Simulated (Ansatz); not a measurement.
Consider the ligand exchange at the Si–O bond: `[OH][GeH2][O][SiH](O)O` + `O[Si](F)(F)F` → `O[SiH](O)O[Si](F)(F)F` + `[OH][GeH2][OH]`.

Isolated molecules relaxed with PBE0-D4/def2-TZVP in Ansatz; ΔE leaves out vibrations. CCSD(T)/CBS is the MP2 limit (def2-TZVPP, def2-QZVPP) plus CCSD(T) − MP2 in def2-TZVPP, frozen cores. Functionals use def2-TZVPP. For Ge outer-core shells are correlated without core-valence functions, which leaves a few kJ/mol of doubt a bond. Scalar relativity is left out up to krypton. Each species was taken in one conformer, which may not be the lowest.

`[OH][GeH2][O][SiH](O)O`:

Cartesian coordinates in Å:
```
O -0.110 2.402 0.506
Ge -0.306 1.568 -1.036
O -0.849 -0.097 -0.690
Si -0.285 -1.170 0.377
O 0.628 -0.331 1.461
O 0.733 -2.286 -0.257
H 0.341 1.824 1.134
H 1.022 1.464 -1.804
H -1.434 2.266 -1.795
H -1.437 -1.844 1.010
H 1.335 -0.813 1.893
H 0.362 -2.983 -0.799
```

`O[Si](F)(F)F`:

Z-matrix (Å, degrees):
```
Si
F 1 1.572
F 1 1.572 2 106.8
O 1 1.604 2 112.4 3 -123.7
F 1 1.565 2 108.8 3 117.2
H 4 0.958 1 120.4 2 60.3
```

`O[SiH](O)O[Si](F)(F)F`:

Cartesian coordinates in Å:
```
O -2.247 -0.676 -0.423
Si -0.948 0.258 -0.711
O -0.871 1.587 0.234
O 0.435 -0.544 -0.364
Si 1.790 -0.572 0.469
F 2.626 -1.836 0.064
F 2.672 0.698 0.201
F 1.510 -0.655 2.013
H -2.378 -1.041 0.454
H -0.996 0.567 -2.147
H -1.592 2.216 0.210
```

`[OH][GeH2][OH]`:

```xyz
7

O     1.487    0.280   -0.393
Ge   -0.076   -0.489   -0.048
O    -0.906    0.340    1.282
H     1.433    0.965   -1.063
H    -0.945   -0.431   -1.321
H     0.233   -1.881    0.491
H    -1.225    1.215    1.051
```

```json
{"level": "r2SCAN-D4", "ΔE (kJ/mol)": "8.1", "difference from CCSD(T)/CBS": "0.6"}
{"level": "PBE0-D4", "ΔE (kJ/mol)": "7.2", "difference from CCSD(T)/CBS": "-0.3"}
{"level": "ωB97X-V", "ΔE (kJ/mol)": "8.0", "difference from CCSD(T)/CBS": "0.5"}
{"level": "CCSD/def2-TZVPP", "ΔE (kJ/mol)": "7.5", "difference from CCSD(T)/CBS": "0.0"}
{"level": "CCSD(T)/def2-TZVPP", "ΔE (kJ/mol)": "9.0", "difference from CCSD(T)/CBS": "1.5"}
{"level": "HF/def2-QZVPP", "ΔE (kJ/mol)": "-0.4", "difference from CCSD(T)/CBS": "-7.9"}
{"level": "SCS-MP2/def2-QZVPP", "ΔE (kJ/mol)": "5.8", "difference from CCSD(T)/CBS": "-1.7"}
{"level": "HF/CBS(def2)", "ΔE (kJ/mol)": "-0.6", "difference from CCSD(T)/CBS": "-8.1"}
{"level": "MP2/CBS(def2)", "ΔE (kJ/mol)": "7.8", "difference from CCSD(T)/CBS": "0.3"}
{"level": "CCSD/CBS(def2)", "ΔE (kJ/mol)": "5.9", "difference from CCSD(T)/CBS": "-1.6"}
{"level": "CCSD(T)/CBS", "ΔE (kJ/mol)": "7.5", "difference from CCSD(T)/CBS": "0"}
```

Largest T1 diagnostic among the species: 0.012.

In def2-TZVPP, CCSD(T) changes the Hartree–Fock value by +8.0 kJ/mol (the triples alone add +1.5 kJ/mol) and MP2 by +8.4 kJ/mol.
